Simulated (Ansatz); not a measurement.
Calculation: frozen-core CCSD(T)/cc-pVTZ // PBE0-D3(BJ)/def2-TZVP run with Ansatz (an electronic-structure program). The restricted HF reference is unstable towards unrestricted orbitals.

Ansatz 0.2 input:
```yaml
crystal:
  periodic: [false, false, false]
  atoms:
    - { symbol: B, position_ang: [1.950778, -0.095268, -0.019261] }
    - { symbol: B, position_ang: [0.434248, 0.051325, 0.051787] }
    - { symbol: C, position_ang: [-1.080174, 0.111352, 0.138824] }
    - { symbol: H, position_ang: [3.120118, -0.209824, -0.074298] }
    - { symbol: H, position_ang: [-1.589006, 0.381169, -0.789982] }
    - { symbol: H, position_ang: [-1.47508, 0.697898, 0.972148] }
    - { symbol: H, position_ang: [-1.36088, -0.93665, 0.345377] }
basis:
  gaussian: { orbitals: cc-pVTZ }
correlation:
  method: ccsd_t
```

Output:

```
Functional definition: HF
824 factors; integrals over basis functions are off by at most 1.2e-3 eV
mean field evaluation 1: about -2432.3667 eV, gradient 2.4e1 eV
mean field evaluation 2: about -2432.3651 eV, gradient 2.4e1 eV
mean field evaluation 4: about -2434.2084 eV, gradient 2.7e0 eV
mean field evaluation 8: about -2434.2379 eV, gradient 8.9e-2 eV
mean field evaluation 16: about -2434.2401 eV, gradient 3.1e-1 eV
mean field evaluation 32: about -2434.2360 eV, gradient 8.2e-2 eV
mean field evaluation 64: about -2434.1009 eV, gradient 4.8e-3 eV
mean field -2434.23790580 eV, -89.4565930524 hartree, gradient 8.5e-6 eV, S^2 0.000000; 6 other end points of the search recorded, 0 dependent functions left out; unrestricted orbitals would lower it
determinant -2434.23790580 eV, -89.4565930524 hartree, with singles and doubles -2445.02092009 eV, -89.8528615187 hartree
determinant -2434.10088371 eV, -89.4515575834 hartree, with singles and doubles -2444.88226949 eV, -89.8477662030 hartree
determinant -2434.23790580 eV, -89.4565930524 hartree, with singles and doubles -2444.81998513 eV, -89.8454772951 hartree
determinant -2434.10088371 eV, -89.4515575834 hartree, with singles and doubles -2444.68239621 eV, -89.8404209954 hartree
mean field evaluation 96: about -2434.2379 eV, gradient 3.5e-6 eV
3 core orbitals not correlated
reference -2434.23790580 eV, -89.4565930524 hartree; 7, 7 occupied and 136, 136 virtual orbitals, 824 factors
second order -9.48187481 eV of doubles, -0.00000000 eV of singles
cycle   1  -10.58207835 eV  change    9.8e-7 eV  update   1.7e-6
perturbative correction -0.43898353 eV, -0.0161323473 hartree
Total energy: -2445.25896768 eV, -89.8616096063 hartree
```

Cost: very roughly 40 core-seconds.
